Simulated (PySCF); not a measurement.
Delta-SCF ions had no search for a lower state. Excitations are Tamm–Dancoff values on a coarser integration grid. The basis has no diffuse functions, so Rydberg states are missing or too high.

**[B(CH3)3(CO)] (charge 0, multiplicity 1)**

The numbers are results of M06-2X/def2-TZVP // B3LYP-D3(BJ)/def2-SVP in PySCF, not measurements.

The HOMO is -9.46 eV and the dipole moment is 1.22 D. The HOMO–LUMO gap is 9.10 eV and the LUMO is -0.36 eV. The S1 excitation (TDA) comes out as 5.75 eV, the S1 oscillator strength comes out as 0.000 and the brightest of the four lowest singlets (TDA) is 6.79 eV. The vertical ionisation energy (Delta-SCF) is 10.45 eV and the charge on the central atom (Mulliken) is 0.06 e. The charge on the central atom (meta-Löwdin) is -0.09 e. The mean C–O bond length of the carbonyls comes out as 1.134 Å. The total energy is -7017.86 eV and the cost is very roughly 11 core-minutes.

Bonds (Å): B1–C2 1.642, B1–C6 1.642, B1–C10 1.642, B1–C15 1.570, C2–H3 1.104, C2–H4 1.102, C2–H5 1.102, C6–H7 1.102, C6–H8 1.102, C6–H9 1.104, C10–H11 1.104, C10–H12 1.102, C10–H13 1.102, O14–C15 1.134. Angles (°): C2–B1–C6 113.2, C2–B1–C10 113.2, C2–B1–C15 105.5, C6–B1–C10 113.1, C6–B1–C15 105.5, C10–B1–C15 105.5, B1–C2–H3 106.1, B1–C2–H4 113.9, B1–C2–H5 113.9, H3–C2–H4 107.1, H3–C2–H5 107.1, H4–C2–H5 108.2, B1–C6–H7 113.9, B1–C6–H8 113.9, B1–C6–H9 106.1, H7–C6–H8 108.2, H7–C6–H9 107.1, H8–C6–H9 107.1, B1–C10–H11 106.1, B1–C10–H12 113.9, B1–C10–H13 113.9, H11–C10–H12 107.1, H11–C10–H13 107.1, H12–C10–H13 108.2, B1–C15–O14 180.0.
